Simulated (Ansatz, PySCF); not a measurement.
F₄Zr, SMILES [F][Zr]([F])([F])[F] (connectivity only; charge and spin as stated), charge +1, multiplicity 2. Atoms are numbered in the order given.

```xyz
5

Zr    -0.0008     0.0008    -0.2973
F     -1.1076     1.1000    -1.2968
F      0.7248     0.7214     1.4507
F      1.0995    -1.0944    -1.3083
F     -0.7160    -0.7278     1.4517
```
Charge +1, spin multiplicity 2.

The structure is a stationary point at B3LYP-D3(BJ)/def2-SVP. The spin state was assumed, not searched. The isomer is the one that the SMILES or the coordinates give; other isomers of the formula were not compared. The def2 effective core potentials stand for the cores of Zr; spin–orbit coupling is left out.

Two levels are set side by side: PBE-D3(BJ)/def2-SVP (Ansatz, an electronic-structure program) and B3LYP-D3(BJ)/def2-SVP (Ansatz). Each level has its own optimised geometry; the coordinates shown are those of the second. Frequencies come from the Hessian of PySCF at each geometry. Differences are taken from unrounded values.

| quantity | B3LYP-D3(BJ) |
|---|---|
| mean bond length (Å) | 1.939 |
| bond Zr1–F2 (Å) | 1.853 |
| bond Zr1–F3 (Å) | 2.025 |
| bond Zr1–F4 (Å) | 1.853 |
| bond Zr1–F5 (Å) | 2.025 |
| highest harmonic wavenumber (cm⁻¹) | 783 |
| mean harmonic wavenumber (cm⁻¹) | 364 |
| zero-point energy (kcal/mol) | 4.69 |

Q: What does PBE-D3(BJ) give, and how far is it from B3LYP-D3(BJ)? (An estimate is asked for; the answer gives what the named calculation found.)

A: 
```
quantity                            PBE-D3(BJ)  PBE-D3(BJ) minus B3LYP-D3(BJ)
----------------------------------  ----------  -----------------------------
mean bond length (Å)                     1.944                          0.005
bond Zr1–F2 (Å)                          1.858                          0.006
bond Zr1–F3 (Å)                          2.029                          0.004
bond Zr1–F4 (Å)                          1.858                          0.006
bond Zr1–F5 (Å)                          2.029                          0.004
highest harmonic wavenumber (cm⁻¹)         762                            -21
mean harmonic wavenumber (cm⁻¹)            356                             -8
zero-point energy (kcal/mol)              4.58                          -0.10
```
